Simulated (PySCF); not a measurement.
Species: NbS(SMe)3, C3H9NbS4 (singlet state).
Structure used (PBE0-D3(BJ)/def2-SVP), in Å, numbered top down from 1:
```
atom  x, y, z in Å
Nb1    0.0796   -0.0340   -0.3902
S2     0.1169   -0.0548    1.7505
S3     2.1824   -0.5847   -1.2618
C4     2.9568   -1.7429   -0.0822
H5     3.0670   -1.2647    0.8993
H6     3.9444   -2.0030   -0.4863
H7     2.3518   -2.6534    0.0128
S8    -0.6150    2.0733   -1.1288
C9    -0.1347    3.3162    0.1167
H10   -0.6188    3.0921    1.0757
H11   -0.4722    4.2931   -0.2553
H12    0.9547    3.3316    0.2444
S13   -1.4754   -1.6048   -1.1540
C14   -2.8776   -1.5437    0.0131
H15   -2.5424   -1.8153    1.0225
H16   -3.6252   -2.2660   -0.3420
H17   -3.3209   -0.5396    0.0259
```

Computed, not measured: PBE0-D3(BJ)/def2-SVP geometry optimisation, gas phase, def2 core potentials past Kr in PySCF.

Which atoms are bound to Nb1, and at what distances?

4 atoms: S2 2.141 Å, S8 2.339 Å, S13 2.339 Å, S3 2.342 Å. The nearest atom not counted as bound is C14, at 3.34 Å.

List the angles at Nb1.

| angle | degrees | distance of the outer atoms (Å) |
| --- | --- | --- |
| S3–Nb1–S8 | 111.2 | 3.86 |
| S2–Nb1–S3 | 110.7 | 3.69 |
| S2–Nb1–S13 | 109.4 | 3.66 |
| S2–Nb1–S8 | 109.3 | 3.65 |
| S3–Nb1–S13 | 108.5 | 3.80 |
| S8–Nb1–S13 | 107.7 | 3.78 |

What is the shape at Nb1?

Tetrahedral: angles from 107.7° to 111.2°; τ4 = (360° − α − β)/141° = 0.98 with α and β the two widest (0 for a square, 1 for a tetrahedron). The Nb–S distances aren't all alike: 2.141 to 2.342 Å.

What are the other bond lengths?

S3–C4, S8–C9, S13–C14 1.825 Å; C4–H5 and 8 like bonds 1.098 Å.

Give some angles away from the centre.

Nb1–S3–C4 106.8°, Nb1–S8–C9 108.7°, Nb1–S13–C14 106.2°.

What are the rotational constants (commonest isotopes, rigid rotor)?

A = 733.6, B = 683.7, C = 509.9 MHz: an asymmetric top.

Point group: C1 (no symmetry element, even within 0.4 Å). Charge 0, singlet. Stationary, but not proved a minimum.
